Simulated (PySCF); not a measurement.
## Calculated NMR data

- coordinates at the GFN2-xTB level
- shieldings: GIAO PBE0/pcSseg-1
- program: PySCF
- one averaged value for each set of equivalent atoms, a single conformation, no solvent, non-relativistic Hamiltonian

δ = σ(ref) − σ, references computed at the same level: TMS for 1H and 13C. Where no couplings were computed, multiplicities follow the n + 1 count of equivalent neighbours, and m marks all less simple cases (inequivalent or close neighbours, rings, F or P nearby). Shifts are as computed. Against solution values, carbons near 30 ppm lie about +3 ppm off and those near 130 ppm about +5 ppm. Of 1211 compounds with measured shifts, 218 miss one by over three times the rms of a fit or turn the order of signals round; such compounds aren't used in these exercises.

**1.** SMILES CC(C)O[SiH2]N(C)C, C$_{5}$H$_{15}$NOSi. 1H NMR (400 MHz, computed): δ 4.98 (s, 2H), 4.31 (sept, 1H), 2.56 (s, 6H), 1.29 (d, 6H). 13C{1H} NMR (computed): δ 68.2 (CH), 37.9 (CH3), 28.0 (CH3).

**2.** SMILES c1(C)cc(OC)c(C)cc1, C$_{9}$H$_{12}$O. 1H NMR (400 MHz, computed): δ 7.35 (d, 1H), 6.97 (d, 1H), 6.56 (s, 1H), 3.98 (s, 3H), 2.46 (s, 3H), 2.29 (s, 3H). 13C{1H} NMR (computed): δ 164.7, 141.6, 135.5, 129.5, 125.6, 112.4, 55.7, 24.2, 19.9.
